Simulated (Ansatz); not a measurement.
Gas-phase electronic energies from Ansatz, PBE0-D4/def2-TZVP geometries. CBS: MP2 limit from def2 TZ/QZ plus the TZ coupled-cluster correction, frozen cores. DFT in def2-TZVPP. def2 core potentials past Kr. For I, Sb outer-core shells are correlated without core-valence functions, which leaves a few kJ/mol of doubt a bond. Each species was taken in one conformer, which may not be the lowest.

Reaction (cleavage of the Si–Sb bond): `C[CH2][SbH][SiH3]` + HI → `[SiH3]I` + `C[CH2][SbH2]`

| species | PBE-QIDH energy (Eh) |
| --- | --- |
| `C[CH2][SbH][SiH3]` | -610.88939 |
| HI | -298.16577 |
| `[SiH3]I` | -588.69281 |
| `C[CH2][SbH2]` | -320.38213 |

Task: Work out ΔE.

Result: ΔE = (-588.69281) + (-320.38213) − (-610.88939) − (-298.16577) = -0.01978 Eh = -0.54 eV. CCSD(T)/CBS gives -0.52 eV.

Largest T1 diagnostic among the species: 0.012.

The D4 term adds +0.05 eV with B3LYP and +0.03 eV with PBE0; it sums over pairs of atoms, weighted by their polarisabilities, and B3LYP, whose exchange is more repulsive, gets the larger term. In def2-TZVPP, CCSD(T) changes the Hartree–Fock value by +0.18 eV (the triples alone add +0.02 eV) and MP2 by +0.14 eV.

B3LYP here is the variant with VWN-RPA as its local correlation; programs differ in this.
